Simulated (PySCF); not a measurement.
Sn(H)2(Et)(OEt), SMILES CC[O][SnH2][CH2]C (GFN2-xTB optimised geometry):

```
18

Sn     0.577     0.340     0.000
C     -0.443    -0.987    -1.397
C     -1.952    -0.888    -1.303
O     -0.029    -0.423     1.732
C      0.313     0.029     3.013
C     -0.401    -0.844     4.033
H      0.143     1.994     0.000
H      2.290     0.340     0.000
H     -0.098    -0.744    -2.399
H     -0.108    -1.994    -1.156
H     -2.290    -1.130    -0.298
H     -2.298     0.112    -1.554
H     -2.409    -1.591    -1.998
H      1.397    -0.031     3.168
H      0.016     1.076     3.148
H     -1.476    -0.773     3.887
H     -0.102    -1.880     3.901
H     -0.151    -0.520     5.039
```

Level of theory: B3LYP/def2-SVP, def2 effective core potentials past Kr run with PySCF 2.14.0.

### Question
What are the frontier orbital energies and the dipole moment?

### Answer
HOMO-2 -7.78 eV, HOMO-1 -7.28 eV, HOMO -6.73 eV, LUMO 0.00 eV, LUMO+1 0.38 eV; dipole moment 1.47 D.

On the same geometry PBE/def2-SVP, def2 effective core potentials past Kr in PySCF gives HOMO-2 -6.81 eV, HOMO-1 -6.08 eV, HOMO -5.42 eV, LUMO -0.56 eV, LUMO+1 -0.32 eV; dipole moment 1.38 D.
